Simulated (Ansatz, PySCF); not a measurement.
C3H5BO2, SMILES C=CB(O)C=O. Atoms are numbered in the order given.

```xyz
11

C      2.5274     0.3703    -0.2296
C      1.4786    -0.4682    -0.1597
B      0.0190     0.0315    -0.0031
O     -0.2926     1.3413     0.0650
C     -1.2763    -0.9381     0.0961
O     -2.3737    -0.4216     0.2200
H      2.3826     1.4550    -0.1784
H      3.5593     0.0190    -0.3392
H      1.6771    -1.5467    -0.2154
H     -1.2611     1.4220     0.1630
H     -1.2004    -2.0581     0.0555
```
Charge 0, spin multiplicity 1.

Geometry: B3LYP-D3(BJ)/def2-SVP. The structure was generated by enumeration, and PubChem lists no compound with its InChIKey, so it may never have been made. One conformer was computed; it need not be the lowest.

Two levels are set side by side: PBE-D3(BJ)/def2-SVP (Ansatz, an electronic-structure program) and B3LYP-D3(BJ)/def2-SVP (Ansatz). Each level has its own optimised geometry; the coordinates shown are those of the second. Frequencies come from the Hessian of PySCF at each geometry. Differences are taken from unrounded values.

```
quantity                            B3LYP-D3(BJ)  PBE-D3(BJ)  PBE-D3(BJ) minus B3LYP-D3(BJ)
----------------------------------  ------------  ----------  -----------------------------
mean bond length (Å)                       1.247       1.256                          0.009
bond C1–C2 (Å)                             1.345       1.353                          0.009
bond C2–B3 (Å)                             1.551       1.554                          0.003
bond B3–O4 (Å)                             1.348       1.357                          0.009
bond B3–C5 (Å)                             1.621       1.626                          0.005
bond C5–O6 (Å)                             1.219       1.230                          0.011
bond C1–H7 (Å)                             1.095       1.104                          0.008
bond C1–H8 (Å)                             1.096       1.104                          0.008
bond C2–H9 (Å)                             1.098       1.106                          0.008
bond O4–H10 (Å)                            0.977       0.991                          0.015
bond C5–H11 (Å)                            1.123       1.133                          0.010
highest harmonic wavenumber (cm⁻¹)          3662        3451                           -211
mean harmonic wavenumber (cm⁻¹)             1315        1278                            -37
zero-point energy (kcal/mol)               50.77       49.33                          -1.45
```

GGA bonds tend to be longer and softer than those of functionals with exact exchange. Differences between two approximate levels are no errors against the true value.
